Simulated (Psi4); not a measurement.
Cl$_{4}$Ga, charge -1, singlet, at a GFN2-xTB geometry (such geometries of metal compounds can be far from the true shape) (a gas-phase anion, which may not be bound at this level); B3LYP/cc-pVDZ (Psi4).

Here is a job for Psi4.
```
memory 2 GB

molecule mol {
-1 1
Ga    0.000000    0.000000   -0.000000
Cl    1.712787   -0.599084   -1.193301
Cl    0.655374    0.491900    2.011226
Cl   -0.937679    1.739129   -0.901498
Cl   -1.430483   -1.631945    0.083574
}

set {
  basis cc-pvdz
  reference rks
  dft_nuclear_scheme stratmann
}

energy('b3lyp')
print_variables()
```

The log (banner, timings and long lists left out):

```
   => Loading Basis Set <=

    Name: CC-PVDZ
    Role: ORBITAL
    Keyword: BASIS

         ---------------------------------------------------------
                                   SCF
               by Justin Turney, Rob Parrish, Andy Simmonett
                          and Daniel G. A. Smith
                              RKS Reference
         ---------------------------------------------------------

  ==> Geometry <==

    Molecular point group: c1
    Full point group: C1

    Geometry (in Angstrom), charge = -1, multiplicity = 1:

       Center              X                  Y                   Z               Mass
    ------------   -----------------  -----------------  -----------------  -----------------
         GA           0.000000167475    -0.000000000000    -0.000000167475    68.925573500000
         CL           1.712787167475    -0.599084000000    -1.193301167475    34.968852682000
         CL           0.655374167475     0.491900000000     2.011225832525    34.968852682000
         CL          -0.937678832525     1.739129000000    -0.901498167475    34.968852682000
         CL          -1.430482832525    -1.631945000000     0.083573832525    34.968852682000

  Running in c1 symmetry.

  Rotational constants: A =      0.03833  B =      0.03833  C =      0.03833 [cm^-1]
  Rotational constants: A =   1149.06971  B =   1149.06965  C =   1149.06938 [MHz]
  Nuclear repulsion =  772.378163569102639

  Charge       = -1
  Multiplicity = 1
  Electrons    = 100
  Nalpha       = 50
  Nbeta        = 50

  ==> Algorithm <==

  SCF Algorithm Type is DF.
  DIIS enabled.
  MOM disabled.
  Fractional occupation disabled.
  Guess Type is SAD.
  Energy threshold   = 1.00e-06
  Density threshold  = 1.00e-06
  Integral threshold = 1.00e-12

  ==> Primary Basis <==

  Basis Set: CC-PVDZ
    Blend: CC-PVDZ
    Number of shells: 43
    Number of basis functions: 99
    Number of Cartesian functions: 105
    Spherical Harmonics?: true
    Max angular momentum: 2

  ==> DFT Potential <==

   => LibXC <=

    Version 7.1.2
    S. Lehtola, C. Steigemann, M. J. T. Oliveira, and M. A. L. Marques,  SoftwareX 7, 1–5 (2018) (10.1016/j.softx.2017.11.002)

   => Composite Functional: B3LYP <=

    B3LYP Hyb-GGA Exchange-Correlation Functional

    P. J. Stephens, F. J. Devlin, C. F. Chabalowski, and M. J. Frisch,  J. Phys. Chem. 98, 11623 (1994) (10.1021/j100096a001)

    Deriv               =              1
    GGA                 =           TRUE
    Meta                =          FALSE

    Exchange Hybrid     =           TRUE
    MP2 Hybrid          =          FALSE

   => Exchange Functionals <=

    0.0800   Slater exchange
    0.7200         Becke 88

   => Exact (HF) Exchange <=

    0.2000               HF

   => Correlation Functionals <=

    0.1900   Vosko, Wilk & Nusair (VWN5_RPA)
    0.8100   Lee, Yang & Parr

   => LibXC Density Thresholds  <==

    XC_HYB_GGA_XC_B3LYP:  1.00E-15

   => Molecular Quadrature <=

    Radial Scheme          =       TREUTLER
    Pruning Scheme         =           NONE
    Nuclear Scheme         =      STRATMANN

    Blocking Scheme        =         OCTREE
    BS radius alpha        =              1
    Pruning alpha          =              1
    Radial Points          =             75
    Spherical Points       =            302
    Total Points           =          98059
    Total Blocks           =            805
    Max Points             =            253
    Max Functions          =             99
    Weights Tolerance      =       1.00E-15

   => Loading Basis Set <=

    Name: (CC-PVDZ AUX)
    Role: JKFIT
    Keyword: DF_BASIS_SCF

  ==> Integral Setup <==

  SCF_SUBTYPE=INCORE selected. In-core MEM_DF algorithm will be used.
  Using in-core AOs.

  ==> MemDFJK: Density-Fitted J/K Matrices <==

    J tasked:                   Yes
    K tasked:                   Yes
    wK tasked:                   No
    Algorithm:                 Core
    Schwarz Cutoff:           1E-12
    Mask sparsity (%):       0.0000
    Fitting Condition:        1E-10

   => Auxiliary Basis Set <=

  Basis Set: (CC-PVDZ AUX)
    Blend: CC-PVDZ-JKFIT
    Number of shells: 191
    Number of basis functions: 619
    Number of Cartesian functions: 729
    Spherical Harmonics?: true
    Max angular momentum: 3

  Minimum eigenvalue in the overlap matrix is 2.1796643623E-02.
  Reciprocal condition number of the overlap matrix is 6.7845466074E-03.
    Using symmetric orthogonalization.

  ==> Pre-Iterations <==

  SCF Guess: Superposition of Atomic Densities via on-the-fly atomic UHF (no occupation information).

   -------------------------
    Irrep   Nso     Nmo
   -------------------------
     A         99      99
   -------------------------
    Total      99      99
   -------------------------

  ==> Iterations <==

                           Total Energy        Delta E     RMS |[F,P]|

   @DF-RKS iter SAD: -3762.24819275409345   -3.76225e+03   0.00000e+00
   @DF-RKS iter   1: -3765.07793965045857   -2.82975e+00   1.21375e-02 DIIS/ADIIS
   @DF-RKS iter   2: -3764.41807065356079    6.59869e-01   2.19576e-02 DIIS/ADIIS
   @DF-RKS iter   3: -3765.96481030979112   -1.54674e+00   1.46090e-03 DIIS/ADIIS
   @DF-RKS iter   4: -3765.97661677869928   -1.18065e-02   6.33414e-04 DIIS/ADIIS
   @DF-RKS iter   5: -3765.97901688526417   -2.40011e-03   7.25996e-05 DIIS
   @DF-RKS iter   6: -3765.97904172548851   -2.48402e-05   2.01572e-05 DIIS
   @DF-RKS iter   7: -3765.97904390778967   -2.18230e-06   1.58192e-06 DIIS
   @DF-RKS iter   8: -3765.97904392402233   -1.62327e-08   4.81168e-08 DIIS
  Energy and wave function converged.

  ==> Post-Iterations <==

   Electrons on quadrature grid:
      Ntotal   =   99.9999982680 ; deviation = -1.732e-06

    Orbital Energies [Eh]
    ---------------------

    Doubly Occupied:

       1A   -372.484861     2A   -101.356274     3A   -101.356269
       4A   -101.356268     5A   -101.356261     6A    -45.843522
       7A    -40.596609     8A    -40.596609     9A    -40.596609
      10A     -9.275476    11A     -9.275421    12A     -9.275417
      13A     -9.275413    14A     -7.034892    15A     -7.034888
      16A     -7.034886    17A     -7.034881    18A     -7.029734
      19A     -7.029733    20A     -7.029729    21A     -7.029729
      22A     -7.029728    23A     -7.029728    24A     -7.029722
      25A     -7.029722    26A     -5.402875    27A     -3.684890
      28A     -3.684890    29A     -3.684889    30A     -0.724087
      31A     -0.724087    32A     -0.724087    33A     -0.712026
      34A     -0.712026    35A     -0.656366    36A     -0.621071
      37A     -0.621070    38A     -0.621067    39A     -0.307588
      40A     -0.213091    41A     -0.213090    42A     -0.213088
      43A     -0.162889    44A     -0.162889    45A     -0.153391
      46A     -0.153390    47A     -0.153390    48A     -0.140409
      49A     -0.140407    50A     -0.140406

    Virtual:

      51A      0.148174    52A      0.232582    53A      0.232583
      54A      0.232585    55A      0.304287    56A      0.358334
      57A      0.358336    58A      0.358340    59A      0.473131
      60A      0.473140    61A      0.513945    62A      0.513948
      63A      0.513949    64A      0.671429    65A      0.687580
      66A      0.687581    67A      0.733092    68A      0.733092
      69A      0.733093    70A      0.781593    71A      0.781594
      72A      0.781598    73A      0.854204    74A      0.854205
      75A      0.854207    76A      0.898735    77A      0.898737
      78A      0.898738    79A      0.909290    80A      0.909291
      81A      0.914141    82A      0.914145    83A      0.914146
      84A      0.939462    85A      0.939462    86A      0.939464
      87A      0.986224    88A      0.986225    89A      0.986231
      90A      1.029309    91A      1.124748    92A      1.124749
      93A      1.124750    94A      1.215161    95A      1.215168
      96A      1.387256    97A      1.387259    98A      1.387264
      99A      1.411126

    Final Occupation by Irrep:
              A
    DOCC [    50 ]
    NA   [    50 ]
    NB   [    50 ]

  @DF-RKS Final Energy: -3765.97904392402233

   => Energetics <=

    Nuclear Repulsion Energy =            772.3781635691026395
    One-Electron Energy =               -6785.8412931220209430
    Two-Electron Energy =                2399.2630596397034424
    DFT Exchange-Correlation Energy =    -151.7789740108077865
    Empirical Dispersion Energy =           0.0000000000000000
    VV10 Nonlocal Energy =                  0.0000000000000000
    Total Energy =                      -3765.9790439240223350

Computation Completed

Properties will be evaluated at   0.000000,   0.000000,   0.000000 [a0]

Properties computed using the SCF density matrix

 Multipole Moments:

 ------------------------------------------------------------------------------------
     Multipole            Electronic (a.u.)      Nuclear  (a.u.)        Total (a.u.)
 ------------------------------------------------------------------------------------

 L = 1.  Multiply by 2.5417464519 to convert [e a0] to [Debye]
 Dipole X            :         -0.0000465           -0.0000008           -0.0000473
 Dipole Y            :          0.0000383            0.0000000            0.0000383
 Dipole Z            :          0.0000236            0.0000008            0.0000244
 Magnitude           :                                                    0.0000655

 ------------------------------------------------------------------------------------

  Variable Map:
  ----------------------------------------------------------------------------
  "CURRENT ENERGY"              =>   -3765.979043924022
  "CURRENT REFERENCE ENERGY"    =>   -3765.979043924022
  "DD SOLVATION ENERGY"         =>       0.000000000000
  "DFT FUNCTIONAL TOTAL ENERGY" =>   -3765.979043924022
  "DFT TOTAL ENERGY"            =>   -3765.979043924022
  "DFT VV10 ENERGY"             =>       0.000000000000
  "DFT XC ENERGY"               =>    -151.778974010808
  "GRID ELECTRONS ALPHA"        =>      49.999999134009
  "GRID ELECTRONS BETA"         =>      49.999999134009
  "GRID ELECTRONS TOTAL"        =>      99.999998268019
  "NUCLEAR REPULSION ENERGY"    =>     772.378163569103
  "ONE-ELECTRON ENERGY"         =>   -6785.841293122021
  "PCM POLARIZATION ENERGY"     =>       0.000000000000
  "PE ENERGY"                   =>       0.000000000000
  "SCF ITERATION ENERGY"        =>   -3765.979043924022
  "SCF ITERATIONS"              =>       8.000000000000
  "SCF TOTAL ENERGY"            =>   -3765.979043924022
  "TWO-ELECTRON ENERGY"         =>    2399.263059639703
  "XC GRID RADIAL POINTS"       =>      75.000000000000
  "XC GRID SPHERICAL POINTS"    =>     302.000000000000
  "XC GRID TOTAL POINTS"        =>   98059.000000000000

  Array Variable Map:
  ----------------------------------------------------------------------------
  "CURRENT DIPOLE"              =>      -0.000047282298 ... 0.000024358424 1 by 3
  "SCF DIPOLE"                  =>      -0.000047282298 ... 0.000024358424 1 by 3
  "SCF TOTAL ENERGIES"          =>   -3762.248192754093 ... -3765.979043924022 1 by 9
```
